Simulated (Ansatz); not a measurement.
Spectroscopic constants of WC, multiplicity 3 (the spin of the measured ground state). No spin–orbit coupling. The T1 diagnostic near the minimum is 0.086, so single-reference values are doubtful.

Seven points along R, fitted to fifth degree in 1/R; most abundant isotopes. Runs in def2 and cc sets follow the lowest solution found near the PBE0 minimum.

Run with Ansatz (Gaussian basis) for Hartree–Fock, density functionals and correlated methods.  In def2 rows elements past Kr take small-core potentials, without spin–orbit coupling.

### Question
What bond length and harmonic frequency does SVWN5/def2-TZVPP give, and what D_e (from each atom's lowest state at the same level)?

### Answer
r_e = 1.695 Å, ω_e = 1064 cm⁻¹, D_e = 6.65 eV.

### Question
What bond length and harmonic frequency does PBE/def2-TZVPP give, and what D_e (from each atom's lowest state at the same level)?

### Answer
r_e = 1.715 Å, ω_e = 997 cm⁻¹, D_e = 5.57 eV.

### Question
What bond length and harmonic frequency does B3LYP/def2-TZVPP give, and what D_e (from each atom's lowest state at the same level)?

### Answer
r_e = 1.703 Å, ω_e = 1009 cm⁻¹, D_e = 5.17 eV.

Measured for the ground state: D_0 5.289 ± 0.008 eV [Morse and co-workers]. dipole 3.9 D [compilation of Liu, Meijer and Pérez-Ríos].

Ansatz is a first-principles code.
